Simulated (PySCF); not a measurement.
A compound of formula [C21H32N]+ has these computed shifts in ppm, with the number of atoms in brackets (GIAO KT3/def2-SVP, gas phase, PySCF SCF with an in-house response code, fitting set def2-universal-JFIT, grid level 2, non-relativistic, geometry: GFN2-xTB; 13C, 1H against isolated TMS; 15N against isolated NH3).

1H: 8.47 (1), 8.44 (1), 8.26 (1), 8.24 (1), 8.22 (1), 8.18 (1), 7.86 (1), 4.51 (2), 2.13 (2), 1.66 (2), 1.57 (2), 1.42 (2), 1.35 (2), 1.33 (2), 1.29 (2), 1.27 (2), 1.25 (2), 1.20 (2), 1.00 (3)
13C: 132.7 (1), 128.7 (1), 124.6 (1), 123.7 (1), 120.3 (1), 119.8 (1), 119.6 (1), 118.1 (1), 116.3 (1), 62.1 (1), 35.6 (1), 33.4 (1), 33.1 (1), 29.7 (1), 29.6 (1), 29.5 (1), 29.1 (1), 28.9 (1), 27.6 (1), 27.3 (1), 17.0 (1)
15N: 194.5 (1)

(1) Which structure gave them?

Results:

(1) CCCCCCCCCCCC[n+]1ccc2ccccc2c1. Other isomers were not compared.
